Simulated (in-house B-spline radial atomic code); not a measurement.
Ionisation energies along the 11-electron series, configuration [Ne] 3s1, as differences of self-consistent energies. Dirac energy differences include first-order Breit, QED and recoil terms. NIST's values go from ground level to ground level; the uncertainty of those that are theory runs from under 0.1 % in few-electron ions to several per cent in heavy many-electron ones. Computed with an all-electron radial atomic-structure program (B-spline basis): Dirac-Hartree-Fock, average of the configuration, finite nuclei.

```
  ion  configuration after  ionisation energy (eV)  IE/(q+1)² (eV)  -ε less Coulomb ΔSCF (eV)  Breit and QED recoil part (eV)  tabulated value (eV)  computed minus tabulated (eV)
Lu60+         [He] 2s2 2p6                  6452.4          1.7341                    0.10932                         -9.7045                  6452                              0
Hf61+         [He] 2s2 2p6                       ?               ?                          ?                               ?                     ?                              ?
Ta62+         [He] 2s2 2p6                  6899.9          1.7384                    0.11254                         -10.775                  6900                              0
 W63+         [He] 2s2 2p6                       ?               ?                          ?                               ?                     ?                              ?
Re64+         [He] 2s2 2p6                  7365.8          1.7434                    0.11595                         -11.935                  7366                              0
Os65+         [He] 2s2 2p6                  7605.8          1.7461                    0.11773                         -12.549                  7610                             -4
```

(1) Fill in the row of Hf61+.

(2) Fill in the row of W63+.

Answers

(1) ionisation energy (eV): 6673.9; IE/(q+1)² (eV): 1.7362; -ε less Coulomb ΔSCF (eV): 0.11091; Breit and QED recoil part (eV): -10.229; tabulated value (eV): 6674; computed minus tabulated (eV): 0.

(2) ionisation energy (eV): 7130.5; IE/(q+1)² (eV): 1.7408; -ε less Coulomb ΔSCF (eV): 0.11422; Breit and QED recoil part (eV): -11.343; tabulated value (eV): 7130; computed minus tabulated (eV): 0.
